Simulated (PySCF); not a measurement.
Species: C2H7F3N2Si.
Z-matrix (Å and degrees, PBE0-D3(BJ)/def2-SVP geometry), rows numbered from 1:
```
N 
Si  1  1.7192
N   2  1.7392  1  107.47
C   3  1.4287  2  125.13  1  -152.66
C   4  1.5152  3  113.64  2   -85.65
F   5  1.3370  4  111.35  3    61.70
F   5  1.3379  4  111.44  3   -58.06
F   5  1.3367  4  111.16  3  -178.16
H   1  1.0122  2  120.70  3  -145.71
H   1  1.0128  2  122.47  3    60.35
H   2  1.4963  1  103.99  3   124.92
H   2  1.4999  1  118.02  3  -115.20
H   3  1.0149  2  117.40  1    50.12
H   4  1.1021  3  110.38  2    33.86
H   4  1.1034  3  112.18  2   153.03
```

Level: PBE0/pcSseg-1 and CAM-B3LYP/def2-SVPD in PySCF, non-relativistic, on one gas-phase PBE0-D3(BJ)/def2-SVP geometry that isn't relaxed in the solvent. The solvent is an IEF-PCM continuum (cavity from Bondi-type radii × 1.2). Specific hydrogen bonds and non-electrostatic terms are outside this model.

Gas phase at PBE0/pcSseg-1: HOMO -7.27 eV, LUMO 1.14 eV, dipole 2.93 D.

Question: What does the continuum do to the energy, the frontier levels and the dipole at PBE0/pcSseg-1 in tetrahydrofuran and methanol?

Answer: 
```csv
solvent,ε,E(solvent) − E(gas) (kcal/mol),polarisation term (kcal/mol),distortion of the solute (kcal/mol),HOMO (eV),LUMO (eV),dipole (D)
tetrahydrofuran,7.426,-4.55,-4.88,0.33,-7.15,1.38,3.33
methanol,32.61,-5.43,-5.90,0.47,-7.14,1.40,3.41
```

The polarisation term is half the interaction of the solute with the surface charges that it induces; the rest is the cost of distorting the solute's density. The sum is the electrostatic part of solvation alone. From tetrahydrofuran to methanol the lowering changes by a factor 1.19, Onsager's factor (ε − 1)/(2ε + 1) by 1.18 and ε itself by 4.4.

Question: Which radius a makes the point-dipole formula ΔE = −[(ε − 1)/(2ε + 1)]·μ²/a³ give the value in methanol, with the gas-phase dipole?

Answer: μ = 1.151 au and |ΔE| = 0.00865 Eh give a = 2.21 Å; the farthest nucleus lies 3.69 Å from the centroid of the nuclei, so such a sphere wouldn't even hold the nuclei. The formula assumes a rigid point dipole at the centre of a sphere.

Question: Which ESP-fitted charges (PBE0/pcSseg-1) respond most in methanol (means over atoms taken as equivalent)?

Answer: 
```csv
atoms,environment,gas (e),solvent (e),change
N1,silicon-bound nitrogen,-1.096,-1.151,-0.055
N3,silicon-bound nitrogen,-0.521,-0.573,-0.052
C4,sp3 carbon bound to nitrogen,-0.308,-0.266,+0.042
Si2,SiH2 silicon,+0.754,+0.796,+0.042
H9/H10,N–H hydrogen,+0.412,+0.440,+0.028
H13,N–H hydrogen,+0.321,+0.344,+0.023
H11/H12,Si–H hydrogen,-0.146,-0.163,-0.017
F6/F7/F8,fluorine of a CF3 group,-0.211,-0.225,-0.014
C5,CF3 carbon,+0.633,+0.646,+0.013
H14/H15,methylene hydrogen,+0.159,+0.162,+0.003
```

Question: Which Mayer bond orders change most in methanol?

Answer: 
```csv
bond,length (Å),gas,solvent,change
N1–Si2,1.719,1.061,1.082,+0.021
Si2–N3,1.739,0.947,0.958,+0.011
Si2–H11,1.496,0.903,0.892,-0.011
N1–H9,1.012,0.946,0.937,-0.009
N1–H10,1.013,0.944,0.936,-0.008
C5–F6,1.337,0.998,0.991,-0.007
N3–H13,1.015,0.928,0.921,-0.007
C4–C5,1.515,0.987,0.993,+0.006
```

Question: How do the nuclear quadrupole coupling constants eQVzz/h respond in methanol?

Answer: 
```csv
nucleus,Q (barn),gas (MHz),solvent (MHz),η gas,η solvent
14N at N1,0.02044,-4.61,-4.39,0.31,0.28
14N at N3,0.02044,-5.01,-4.87,0.45,0.46
```

Gas phase at CAM-B3LYP/def2-SVPD: HOMO -8.77 eV, LUMO 1.01 eV, dipole 2.97 D.

Question: What does the continuum do to the energy, the frontier levels and the dipole at CAM-B3LYP/def2-SVPD in methanol?

Answer: 
```json
{"solvent": "methanol", "ε": "32.61", "E(solvent) − E(gas) (kcal/mol)": "-5.47", "polarisation term (kcal/mol)": "-6.07", "distortion of the solute (kcal/mol)": "0.60", "HOMO (eV)": "-8.58", "LUMO (eV)": "1.28", "dipole (D)": "3.55"}
```

Question: How does the static polarisability (CAM-B3LYP/def2-SVPD, frozen core, with the continuum's full static response) change?

Answer: 
```csv
medium,isotropic (au),principal values (au),⟨r²⟩ of the electrons (bohr²)
gas,69.8,"63.1, 65.3, 81.2",1474.2
methanol,90.4,"84.7, 88.2, 98.3",1473.7
```

The isotropic value in methanol is 1.29 times the gas-phase one; no cavity-field correction is applied. ⟨r²⟩ is taken about the centre of nuclear charge.
